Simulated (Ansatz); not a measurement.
Basis sets compared for Ga₅O₁₄H₁₃, a hydroxylated oxide cluster. Total charge 0; singlet. Geometry PBE-D4/def2-SVP. Ansatz on 2 threads of AMD EPYC 7R13 on a shared host and a share (18 GiB) of an NVIDIA H100 80GB HBM3; times are rough, and most runs start from earlier orbitals.

```xyz
32

Ga   -1.1388   -1.2266    0.2768
Ga    1.7768    0.2331    0.8488
Ga   -4.1180   -1.0909    1.1700
Ga   -0.7389    1.9115   -0.3743
Ga    3.2415   -1.1392   -1.1925
O     3.5920    0.4755   -0.2113
O     4.5551   -2.1069   -1.9435
O     2.0030    1.4928    2.1533
O     0.0139   -2.2972   -0.6784
O    -1.7437    0.3139   -0.7289
O    -1.2682    3.2073   -1.5130
O     1.7942   -0.7767   -2.3300
O     2.2623   -1.5998    0.3898
O     0.9814    1.1404   -0.7148
O    -0.7290    2.1387    1.4657
O     0.0137   -0.3786    1.5429
O    -4.2514    0.2724   -0.0358
O    -2.5919   -1.9915    1.0759
O    -5.5350   -1.3632    2.2263
H     3.5374    1.2897   -0.7478
H     5.2607   -2.3140   -1.3039
H     2.8863    1.8992    2.0995
H     0.3442   -1.8476   -1.4942
H    -2.7430    0.4381   -0.6567
H    -1.2497    4.0747   -1.0695
H     1.9746   -0.8724   -3.2823
H     1.3954   -2.0793    0.1089
H     1.1217    0.5814   -1.5389
H     0.1756    2.3637    1.7933
H    -0.4104    0.5105    1.7960
H    -5.0376    0.8431    0.0253
H    -5.3741   -2.1022    2.8430
```

Single mean-field runs in def2-SVP, def2-TZVP are fitted with def2-universal-jkfit.

Binding counts from free atoms (Ga doublet, O triplet, H doublet) in the same basis, without a counterpoise term.

```csv
level,functions,energy (Eh),HOMO (eV),LUMO (eV),binding per atom (eV),wall time
HF/STO-3G,173,-10546.2852,-5.53,6.39,–,20 s
PBE-D4/def2-SVP,421,-10681.3431,-6.49,-2.26,4.01,19 s
PBE0-D4/def2-SVP,421,-10681.5235,-8.29,-1.35,3.86,19 s
```

Task: Estimate the rows for HF/def2-TZVP, PBE-D4/def2-TZVP (with forces), PBE0-D4/def2-TZVP.

Result: 
```json
{"level": "HF/def2-TZVP", "functions": "752", "energy (Eh)": "-10673.0132", "HOMO (eV)": "-12.79", "LUMO (eV)": "1.67", "binding per atom (eV)": "2.53", "wall time": "18 s"}
{"level": "PBE-D4/def2-TZVP (with forces)", "functions": "752", "energy (Eh)": "-10683.8655", "HOMO (eV)": "-6.76", "LUMO (eV)": "-2.50", "binding per atom (eV)": "3.96", "wall time": "24 s"}
{"level": "PBE0-D4/def2-TZVP", "functions": "752", "energy (Eh)": "-10684.0351", "HOMO (eV)": "-8.47", "LUMO (eV)": "-1.56", "binding per atom (eV)": "3.83", "wall time": "24 s"}
```
